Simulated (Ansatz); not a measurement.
CuPd₂, relaxed as a doublet with UKS PBE-D4/def2-TZVP in Ansatz, starting from the GFN2-xTB geometry. Force threshold 0.02 eV/Å.

In the def2 sets Pd takes a core potential; there is no spin–orbit coupling. The structure comes from a short search, and lower isomers may exist.

Start:

```xyz
3

Pd   -0.009   -0.010    0.013
Pd    0.826    1.576   -1.603
Cu   -0.816   -1.566    1.590
```

Estimate the energy that the relaxation releases and the steps that it takes.

36.4 kcal/mol, in 14 steps; 65 s on 2 threads of Arm Neoverse V1 on a shared host. No frequencies were taken in this run, so the end may be a saddle point.

Does the start keep its bonding and symmetry?

Bonds formed: Pd2–Cu3 (atoms count from 1). The end is the same structure that another start reached, the lowest one found. Point group C∞v at the start, C2v at the end, both within 0.05 Å.

Predict the relaxed structure.


| atom | x (Å) | y (Å) | z (Å) |
| --- | --- | --- | --- |
| Pd1 | -1.170 | 0.797 | 0.255 |
| Pd2 | 1.009 | 0.399 | -0.943 |
| Cu3 | 0.161 | -1.196 | 0.689 |
Bond lengths (bridged metal pairs left out): 2 × Cu–Pd 2.44 Å; 1 × Pd–Pd 2.52 Å.
